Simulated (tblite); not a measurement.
Compound: C4H8B2F2O2.
Atom-mapped SMILES: `[CH3:1][C@:2]1([B:3]([F:4])[F:5])[CH2:6][BH:7][O:8][CH2:9][O:10]1` (hydrogens: H11, H12, H13 on C1; H14, H15 on C6; H16 on B7; H17, H18 on C9)

Computed with GFN2-xTB (tblite), gas phase: L-BFGS steps from a force-field or distance-geometry start until the largest atomic force falls under 0.01 eV/Å.

Step 82: E = -893.9882 eV
```
atom  x, y, z in Å  |  force x, y, z in eV/Å
C1     -1.6910   -1.1429    0.3239   -0.026   0.003  -0.002
C2     -0.4987   -0.2326   -0.0077   -0.003   0.016  -0.013
B3     -0.8963    0.7718   -1.2012   -0.018  -0.019  -0.011
F4     -0.4552    0.6364   -2.4339   -0.028  -0.009  -0.002
F5     -1.7180    1.7861   -1.0416   -0.003   0.010  -0.017
C6      0.7589   -1.0551   -0.3499    0.021   0.013  -0.004
B7      2.0423   -0.1221   -0.1625    0.013   0.007   0.000
O8      1.9426    1.0321    0.4932   -0.001  -0.010   0.012
C9      0.7368    1.4800    1.0565    0.009  -0.004   0.014
O10    -0.2273    0.5025    1.2109    0.004  -0.008  -0.007
H11    -1.4259   -1.7921    1.1542    0.007   0.016   0.003
H12    -1.9503   -1.7480   -0.5400    0.005  -0.013  -0.013
H13    -2.5476   -0.5409    0.6132   -0.020   0.004   0.004
H14     0.6774   -1.4520   -1.3603    0.008   0.000  -0.031
H15     0.8072   -1.9144    0.3222    0.039   0.006   0.025
H16     3.1092   -0.3731   -0.5778   -0.038  -0.013   0.014
H17     0.3771    2.3154    0.4254    0.006  -0.008   0.010
H18     0.9498    1.8551    2.0640    0.024   0.009   0.017
```

Step 83: E = -893.9885 eV
```
atom  x, y, z in Å  |  force x, y, z in eV/Å
C1     -1.6918   -1.1426    0.3238   -0.020  -0.003  -0.003
C2     -0.4986   -0.2328   -0.0080   -0.014   0.008  -0.008
B3     -0.8965    0.7707   -1.2021   -0.022   0.016  -0.024
F4     -0.4561    0.6332   -2.4353   -0.040  -0.007   0.020
F5     -1.7148    1.7893   -1.0429    0.021  -0.028  -0.022
C6      0.7597   -1.0550   -0.3500    0.003   0.008  -0.009
B7      2.0423   -0.1217   -0.1626    0.001   0.011  -0.001
O8      1.9423    1.0316    0.4942    0.003   0.004   0.016
C9      0.7366    1.4793    1.0575    0.008   0.000   0.013
O10    -0.2276    0.5017    1.2108    0.004  -0.003  -0.001
H11    -1.4264   -1.7916    1.1544    0.008   0.015   0.000
H12    -1.9517   -1.7482   -0.5400    0.007  -0.006  -0.006
H13    -2.5483   -0.5407    0.6144   -0.011   0.004  -0.004
H14     0.6778   -1.4515   -1.3608    0.010  -0.004  -0.020
H15     0.8097   -1.9137    0.3231    0.031   0.008   0.017
H16     3.1078   -0.3711   -0.5797   -0.016  -0.018   0.010
H17     0.3767    2.3147    0.4264    0.010  -0.009   0.013
H18     0.9500    1.8547    2.0652    0.018   0.002   0.010
```

Step 84: E = -893.9888 eV
```
atom  x, y, z in Å  |  force x, y, z in eV/Å
C1     -1.6922   -1.1425    0.3241   -0.012  -0.005  -0.003
C2     -0.4987   -0.2323   -0.0083   -0.024   0.000  -0.002
B3     -0.8974    0.7698   -1.2034   -0.016   0.040  -0.030
F4     -0.4587    0.6285   -2.4372   -0.047  -0.009   0.031
F5     -1.7105    1.7934   -1.0458    0.030  -0.048  -0.020
C6      0.7601   -1.0540   -0.3509   -0.020   0.000  -0.012
B7      2.0423   -0.1214   -0.1622   -0.014   0.017  -0.004
O8      1.9421    1.0311    0.4955    0.010   0.017   0.018
C9      0.7366    1.4785    1.0591    0.006   0.003   0.011
O10    -0.2275    0.5006    1.2112    0.001   0.003   0.006
H11    -1.4264   -1.7896    1.1562    0.008   0.014  -0.005
H12    -1.9506   -1.7502   -0.5390    0.007   0.001   0.003
H13    -2.5499   -0.5416    0.6144   -0.001   0.002  -0.014
H14     0.6776   -1.4487   -1.3626    0.015  -0.011  -0.006
H15     0.8112   -1.9126    0.3227    0.024   0.009   0.003
H16     3.1063   -0.3705   -0.5802    0.009  -0.022   0.003
H17     0.3755    2.3136    0.4282    0.017  -0.006   0.015
H18     0.9514    1.8541    2.0667    0.007  -0.005   0.004
```

Task: Estimate the geometry and energy of step 85. (The exact step hangs on the optimiser's Hessian estimate; all steps are aligned on step 84, rigid shifts and turns removed.)

Result: E = -893.9892 eV, largest force 0.061 eV/Å
```
atom  x, y, z in Å  |  force x, y, z in eV/Å
C1     -1.6924   -1.1429    0.3245   -0.003  -0.005  -0.004
C2     -0.4994   -0.2315   -0.0085   -0.026  -0.005   0.005
B3     -0.8983    0.7694   -1.2049   -0.009   0.049  -0.022
F4     -0.4642    0.6215   -2.4394   -0.047  -0.014   0.026
F5     -1.7031    1.7997   -1.0489    0.026  -0.053  -0.014
C6      0.7600   -1.0525   -0.3522   -0.035  -0.005  -0.013
B7      2.0419   -0.1207   -0.1618   -0.024   0.019  -0.008
O8      1.9418    1.0314    0.4961    0.016   0.021   0.019
C9      0.7366    1.4779    1.0609    0.003   0.005   0.008
O10    -0.2272    0.4993    1.2119   -0.004   0.008   0.010
H11    -1.4260   -1.7864    1.1593    0.007   0.012  -0.010
H12    -1.9470   -1.7539   -0.5377    0.003   0.007   0.012
H13    -2.5520   -0.5434    0.6125    0.006   0.000  -0.022
H14     0.6770   -1.4450   -1.3651    0.020  -0.017   0.009
H15     0.8115   -1.9112    0.3217    0.021   0.009  -0.011
H16     3.1050   -0.3711   -0.5795    0.027  -0.022  -0.002
H17     0.3734    2.3128    0.4313    0.024   0.002   0.014
H18     0.9537    1.8529    2.0685   -0.005  -0.010   0.001
```

The energy changes by -0.0003 eV. The first-order estimate −F·Δx gives -0.0005 eV and the mean of the old and new forces, exact on a quadratic surface, -0.0003 eV. The step makes an angle of 78° with the force vector and moves no atom by more than 0.010 Å.

What follows is the cost of the whole relaxation. Hardware: Arm Neoverse V1, one thread, no GPU, shared host. Cost: 0.99 s.
